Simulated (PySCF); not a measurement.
These 2 structures share the formula C7H12O2Si. Level of theory: PBE0-D3(BJ)/def2-SVP geometry optimisation, gas phase in PySCF 2.14.0. Energies are electronic, without zero-point or thermal terms, for one conformer each. No frequencies were run at this level. Point groups hold within 0.08 Å.

Task: Order them by energy at this level, lowest first, and give relative energies in kcal/mol.
A. `[CH3:1][Si:2]([CH3:3])([CH3:4])[O:5][c:6]1[cH:7][cH:8][o:9][cH:10]1` with Si2–O5–C6–C7 -5°
B. `[CH3:1][Si:2]([CH3:3])([CH3:4])[O:5][c:6]1[cH:7][cH:8][cH:9][o:10]1` with Si2–O5–C6–C7 -178°

Result: B (0.0), A (7.2).

```
             SMILES      E (Eh)  E rel (kcal/mol)  dipole (D)  point group       A, B, C (MHz)
C[Si](C)(C)Oc1ccco1  -712.97253               0.0        1.48      near Cs  2351, 698.6, 651.9
C[Si](C)(C)Oc1ccoc1  -712.96110               7.2        2.10      near Cs  2356, 642.3, 602.7
```

Task: How do the relative energies change in single points at PBE0/pcSseg-1 (no added dispersion term) on the same geometries?

Result: 
| SMILES | PBE0-D3(BJ)/def2-SVP (kcal/mol) | PBE0/pcSseg-1 (kcal/mol) | shift |
| --- | --- | --- | --- |
| C[Si](C)(C)Oc1ccco1 | 0.0 | 0.0 | 0.0 |
| C[Si](C)(C)Oc1ccoc1 | 7.2 | 7.3 | +0.1 |

Each column counts from its own lowest isomer. The order is unchanged; the largest shift is 0.1 kcal/mol.
